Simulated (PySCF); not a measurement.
[SnCl3]-: umbrella curve

Computed with PySCF, PBE0, basis Sn def2-TZVPD with ECP28, Cl def2-TZVPD (scalar-relativistic core potentials, no spin–orbit coupling, density fitting).

Rigid scan from the singlet minimum (Sn–Cl 2.474 Å (×3); Cl–Sn–Cl 97.3° (×3)). Coordinate: angle between each bond and the threefold axis, bonds fixed. Energies in kJ/mol from the minimum.

(1) Predict the curve at 55, 60, 65, 70, 75, 80, 85, 90.

Results:

(1) 
```json
{"angle of the bonds to the threefold axis (°)": "55", "E (kJ/mol)": "9.4", "dipole size (D, about the centre of mass)": "4.41"}
{"angle of the bonds to the threefold axis (°)": "60", "E (kJ/mol)": "0.0", "dipole size (D, about the centre of mass)": "3.71"}
{"angle of the bonds to the threefold axis (°)": "65", "E (kJ/mol)": "7.2", "dipole size (D, about the centre of mass)": "3.02"}
{"angle of the bonds to the threefold axis (°)": "70", "E (kJ/mol)": "26.8", "dipole size (D, about the centre of mass)": "2.35"}
{"angle of the bonds to the threefold axis (°)": "75", "E (kJ/mol)": "54.7", "dipole size (D, about the centre of mass)": "1.71"}
{"angle of the bonds to the threefold axis (°)": "80", "E (kJ/mol)": "85.7", "dipole size (D, about the centre of mass)": "1.10"}
{"angle of the bonds to the threefold axis (°)": "85", "E (kJ/mol)": "111.6", "dipole size (D, about the centre of mass)": "0.53"}
{"angle of the bonds to the threefold axis (°)": "90", "E (kJ/mol)": "122.0", "dipole size (D, about the centre of mass)": "0.00"}
```

With the bonds held, the planar shape lies 122.0 kJ/mol from the minimum.

Other isomers or separated fragments may lie lower.

The scan took roughly 2.7 core-minutes on a shared host.
